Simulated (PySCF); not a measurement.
Gas-phase reaction: 2 GaH₂Cl + Cl₂ = 2 GaCl₂ + 2 H₂

Computed with PySCF and rigid-rotor harmonic-oscillator thermochemistry at 1 bar. † marks an energy on the PBE0/def2-TZVP geometry and frequencies; other levels use their own. MP2 freezes the core. 6-31G* has spherical d functions here. Open shells (unrestricted): GaCl₂ (multiplicity 2); the rest are closed-shell singlets. B3LYP is the form with VWN-RPA correlation. Ga: all electrons, no relativistic terms. GaH₂Cl, GaCl₂: computed as isolated molecules; such fragments, hydroxides, amides, oligomers or adducts are transient or little studied in the gas. MP2 isn't extrapolated to the basis-set limit.

BLYP/def2-TZVP† gives ΔH°(298 K) = -196 kJ.

Problem. What do PBE/def2-TZVP†, MP2/def2-SVP†, B3LYP/6-31G* give?

Solution. PBE/def2-TZVP†: -180 kJ; MP2/def2-SVP†: -203 kJ; B3LYP/6-31G*: -210 kJ. For scale, ΔH°(298 K) is -196 kJ at this level, -166 kJ at ωB97M-V/def2-TZVP†, and runs from -239 to -132 kJ over the 20 levels computed.
